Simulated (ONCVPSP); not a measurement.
## dysprosium (Dy): one change to an ONCV potential, before and after

ONCVPSP 4.0.1 input, shortened (lines: element, Z, core and valence counts, functional; n l f; lmax; l rc ep ncon nbas qcut; lloc lpopt rc5 dvloc0; l nproj debl; icmod fcfact rcfact), revPBE, scalar-relativistic:

```
  Dy 66.00   10    3  -102130      upf
    1    0    2.00
    2    0    2.00
    2    1    6.00
    3    0    2.00
    3    1    6.00
    3    2   10.00
    4    0    2.00
    4    1    6.00
    4    2   10.00
    4    3    9.00
    5    0    2.00
    5    1    6.00
    5    2    1.00
    3
    0    1.90    0.00    4    8    6.60
    1    2.35    0.00    4    8    6.10
    2    2.85    0.00    5    9    5.10
    3    1.90    0.35    4    7    5.90
    3    5    1.90    0.00
    0    2    2.60
    1    2    2.50
    2    2    2.30
    3    0    3.10
    1    0.25    0.00
```

Change: d: qcut 3.2.

Cutoffs: the cutoffs (Ha) at which the residual kinetic energy of the hardest occupied pseudo-wave falls to 1 and 0.1 mHa per electron; they do not see the model core or the augmentation charge, which bear on the density cutoff. Errors are all-electron minus pseudo energies relative to the spin-unpolarised reference configuration.

Task: How do hardness, ghosts and transferability respond?

Result: The potential gets harder (15 Ha and 18 Ha → 27 Ha and 35 Ha); both files keep a bound ghost (s); of the 4 tests that both files solve, the error grows in 2 and shrinks in 1 by more than 15 % and 0.3 meV (median size 16.8 → 11.7 meV).

| quantity | base | changed |
| --- | --- | --- |
| cutoff, loose | 15 Ha | 27 Ha |
| cutoff, tight | 18 Ha | 35 Ha |
| loose cutoff by channel | s 15 Ha, p 7.6 Ha, d 8.8 Ha | s 15 Ha, p 7.6 Ha, d 27 Ha |
| bound ghosts | s | s |
| GHOST(+) flags under 300 eV | p at 27.4 eV | p at 27.4 eV, d at 199.3 eV |
| error for 5s2 5p6 5d1 6s2, meV [ΔE -19.05 eV] | -13 | -15 |
| error for 5s2 5p6 5d1 6s1, meV [ΔE -12.28 eV] | -4.6 | -5.8 |
| error for 5s2 5p6 5d0, meV [ΔE 19.83 eV] | -55 | -8.4 |
| error for 5s2 5p6 5d1.5 6s1.5, meV [ΔE -18.04 eV] | -21 | -23 |
| s: phases at 1.93 bohr within 0.05 rad from the reference energy up to (Ha; the scan ends near 5) | to the end of the scan | to the end of the scan |
| p: phases at 2.38 bohr within 0.05 rad from the reference energy up to (Ha; the scan ends near 5) | 4.6 | 4.6 |
| d: phases at 2.90 bohr within 0.05 rad from the reference energy up to (Ha; the scan ends near 5) | 4.1 | 3.7 |
| f: phases at 1.93 bohr within 0.05 rad from the reference energy up to (Ha; the scan ends near 5) | 0.6 | 0.6 |
| rms error of d²Exc/dni dnj with the model core, mHa | 0.39 | 0.79 |

Base: The cutoffs count occupied waves only; projector 1 of the f channel, the hardest unoccupied one, needs 48 Ha at the loose tolerance. A true bound ghost makes a file unfit for plane-wave use even where its test errors are small: the radial tests pick states by their node count and pass the ghost by.
